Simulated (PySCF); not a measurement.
Species: (H2B-mu-PH2)3.
Cartesian coordinates in Å at the PBE0-D3(BJ)/def2-SVP level; atoms count from 1:
```
atom  x, y, z in Å
B1    -1.8769    0.3566   -0.3800
H2    -2.3757   -0.4546    0.3805
H3    -2.6769    1.0088   -1.0204
P4    -0.7596    1.4961    0.7276
B5     0.7224    0.6761    1.6784
H6     1.4163    1.5138    2.2195
H7     0.2212   -0.1357    2.4362
P8     1.7426   -0.3650    0.3935
B9     0.7759   -1.6251   -0.7258
H10    1.5017   -2.1170   -1.5669
H11    0.2690   -2.4251    0.0406
P12   -0.7049   -0.6683   -1.5420
H13   -0.3067    2.6155   -0.0193
H14   -1.5842    2.1623    1.6646
H15    2.7608   -1.0633    1.0845
H16    2.5462    0.4890   -0.4069
H17   -0.2379    0.1415   -2.6106
H18   -1.4898   -1.5887   -2.2759
```

Level of theory: PySCF, TDDFT CAM-B3LYP/def2-SVPD, vertical, gas phase, core orbitals frozen in the response.

**Question.** List the vertical singlet excitations with oscillator strengths and describe the spectrum.

**Answer.** 

```json
{"state": "S1", "E (eV)": "6.63", "E (kJ/mol)": "640", "λ (nm)": "186.9", "f": "0.0003", "|μ| (D)": "0.10", "symmetry": "–", "main configurations (H = HOMO, L = LUMO)": "H-1/H→L (≥89%)"}
{"state": "S2", "E (eV)": "6.64", "E (kJ/mol)": "640", "λ (nm)": "186.8", "f": "0.0003", "|μ| (D)": "0.10", "symmetry": "–", "main configurations (H = HOMO, L = LUMO)": "H-1/H→L (≥89%)"}
{"state": "S3", "E (eV)": "7.43", "E (kJ/mol)": "716", "λ (nm)": "167.0", "f": "0.0000", "|μ| (D)": "0.01", "symmetry": "–", "main configurations (H = HOMO, L = LUMO)": "H-5→L (67%), H-5→L+3 (10%)"}
{"state": "S4", "E (eV)": "7.49", "E (kJ/mol)": "723", "λ (nm)": "165.6", "f": "0.018", "|μ| (D)": "0.80", "symmetry": "A1", "main configurations (H = HOMO, L = LUMO)": "H-2→L (91%)"}
{"state": "S5", "E (eV)": "7.61", "E (kJ/mol)": "734", "λ (nm)": "163.0", "f": "0.017", "|μ| (D)": "0.76", "symmetry": "E", "main configurations (H = HOMO, L = LUMO)": "H-3→L (90%)"}
{"state": "S6", "E (eV)": "7.61", "E (kJ/mol)": "734", "λ (nm)": "162.9", "f": "0.017", "|μ| (D)": "0.76", "symmetry": "E", "main configurations (H = HOMO, L = LUMO)": "H-4→L (90%)"}
{"state": "S7", "E (eV)": "7.65", "E (kJ/mol)": "738", "λ (nm)": "162.1", "f": "0.0038", "|μ| (D)": "0.36", "symmetry": "E", "main configurations (H = HOMO, L = LUMO)": "H-1/H→L+3 (≥54%), H-1/H→L+1/L+2 (≥8%)"}
{"state": "S8", "E (eV)": "7.65", "E (kJ/mol)": "738", "λ (nm)": "162.1", "f": "0.0038", "|μ| (D)": "0.36", "symmetry": "E", "main configurations (H = HOMO, L = LUMO)": "H-1/H→L+3 (≥56%), H-1/H→L+1/L+2 (≥8%)"}
{"state": "S9", "E (eV)": "7.75", "E (kJ/mol)": "748", "λ (nm)": "159.9", "f": "0.0000", "|μ| (D)": "0.00", "symmetry": "–", "main configurations (H = HOMO, L = LUMO)": "H-1/H→L+1/L+2 (≥46%), H-5→L (11%)"}
{"state": "S10", "E (eV)": "7.94", "E (kJ/mol)": "766", "λ (nm)": "156.1", "f": "0.0065", "|μ| (D)": "0.46", "symmetry": "A1", "main configurations (H = HOMO, L = LUMO)": "H-1/H→L+1/L+2 (≥66%)"}
```

Triplets (Tamm–Dancoff): T1 6.34 eV, H-1/H→L (≥85%); T2 6.34 eV, H-1/H→L (≥85%); T3 7.05 eV, H-5→L (68%); T4 7.21 eV, H-2→L (80%), H-2→L+3 (8%).

The lowest singlet level (S1/S2) lies at 6.63 eV (187 nm, vacuum ultraviolet) and is very weak. The strongest level in the table is S5/S6 at 7.61 eV (163 nm, f = 0.034 summed). S1/S2, S5/S6 and S7/S8 lie within about 0.01 eV of each other in each set; the point group C3v has degenerate representations, and within a degenerate level the listed configurations can mix freely. Löwdin shares by element: HOMO (one of a set within 0.03 eV) phosphorus 26% or more, boron 19% or more, hydrogen 13% or more (atoms not listed hold the other 41%); LUMO phosphorus 36%, boron 9% or more (atoms not listed hold the other 55%). The oscillator strengths of these states sum to 0.066; summed over the whole spectrum of an exact calculation they would give the number of electrons, 72 (Thomas–Reiche–Kuhn). Orbital energies (eV): HOMO-3 -10.31, HOMO-2 -10.14, HOMO-1 -9.36, HOMO -9.36, LUMO 0.23, LUMO+1 1.29, LUMO+2 1.29. The listed states span 1.31 eV, and the widest gap between neighbours is 0.79 eV (S2 to S3). The vertical ionisation energy (ΔSCF) is 10.01 eV, 2.07 eV above S10. Symmetry labels in C3v follow from the direction of the transition dipole and are given only for states with f of 0.002 or more. Orbitals of the list HOMO-3 to LUMO+2 that lie within 0.01 eV of each other are written together with a slash and their weights summed (≥ marks a lower bound); for degenerate orbitals outside that list single weights are arbitrary. Only the lowest 10 singlets were computed, as vertical energies without vibronic structure.

One conformer stands for the species.
